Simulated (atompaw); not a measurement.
# Pseudopotential generation for Zn: PAW (atompaw), LDA (PW92), scalar-relativistic.

```
Element                 : Zn
Generator               : atompaw 4.2.0.5
Type                    : PAW
Functional              : LDA (PW92)
Relativity              : scalar-relativistic
Frozen core             : [Ar]
Valence charge          : 12
Reference configuration : 3d10 4s0 4p0 (charge +2)
Partial waves           : 4s (bound, empty): rc 2.20 bohr; 4s channel at -0.2 Ry: rc 2.20 bohr; 4p (bound, empty): rc 1.65 bohr; 4p channel at 1.25 Ry: rc 2.20 bohr; 3d (bound): rc 1.20 bohr; 3d channel at 1.05 Ry: rc 1.20 bohr; 4f channel at 0.15 Ry: rc 2.20 bohr; 4f channel at 0.7 Ry: rc 1.80 bohr
Local potential         : bessel scheme, radius 1.90 bohr
Core correction         : smooth core density matched at 1.70 bohr
Augmentation charge     : sinc compensation charge, radius 1.60 bohr; PAW radius 2.20 bohr; waves and projectors: custom polynom2 7 10 vanderbiltortho
```

Poles of the logarithmic derivatives, all-electron (AE) and pseudo (PS). s: poles at 0.6 (AE) and 0.6 (PS) Ry. p: poles at 1.9 (AE) and 1.9 (PS) Ry. d: poles at -2.2, 4.2 (AE) and -2.2, 4.4 (PS) Ry. f: poles at no energy (AE) and no energy (PS) Ry. Test radius 2.21 bohr.

* Ghost test: no extra level below or beside the all-electron valence levels (s, p, d, f tested) (spherical-Bessel basis up to 400 Ry, 20 bohr box)
* Lowest eigenvalue of the overlap operator: 0.19 (s channel)
* Overlap eigenvalues printed by atompaw (projector basis): 0.0248, 0.0274, 1.42, 3.04, 28.1, 35.9, 973, 7.18e+03
* Share of each valence orbital outside the PAW sphere: 4s 44 %, 4p 64 %, 3d 2 %
